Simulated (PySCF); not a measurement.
A GIAO shielding run with PySCF (density fitting, non-relativistic, gas phase) on `C=C[SiH2][C@@H]1S[C@H]1C(F)F`, C$_{5}$H$_{8}$F$_{2}$SSi:

```
$ OMP_NUM_THREADS=1 python probes_run.py task.json out

{"job": {"kind": "nmr", "xc": "PBE0", "basis": "pcSseg-1"}, "charge": 0, "multiplicity": 1}
C      2.221651     0.509297     0.801191
C      2.333251     0.139237    -0.467237
Si     0.940775    -0.496275    -1.559949
C     -0.561068    -0.805055    -0.438331
S     -2.170075    -0.937242    -1.262152
C     -1.510809     0.293247    -0.135704
C     -2.124881     0.351378     1.237378
F     -1.188002     0.737591     2.148253
F     -3.107679     1.275256     1.305404
H      1.284453     0.470448     1.331713
H      3.063230     0.871851     1.371318
H      3.306742     0.208382    -0.937391
H      1.275803    -1.777725    -2.185343
H      0.545236     0.492232    -2.566259
H     -0.449716    -1.545408     0.348308
H     -1.330627     1.272051    -0.568292
H     -2.535283    -0.614933     1.567182
```

Hardware: 1 thread of an Arm Neoverse N1, shared host. The job also computes population analyses, field gradients, ring-centre shieldings.

**Question.** How large is the calculation?

**Answer.** 86 electrons, 207 basis functions and 1119 auxiliary functions.

**Question.** How long does it take, and how much memory does it need?

**Answer.** 72 s of wall time, with 14 SCF cycles and 5 response iterations; peak memory 0.93 GiB. Times on a shared host scatter by some tens of per cent.
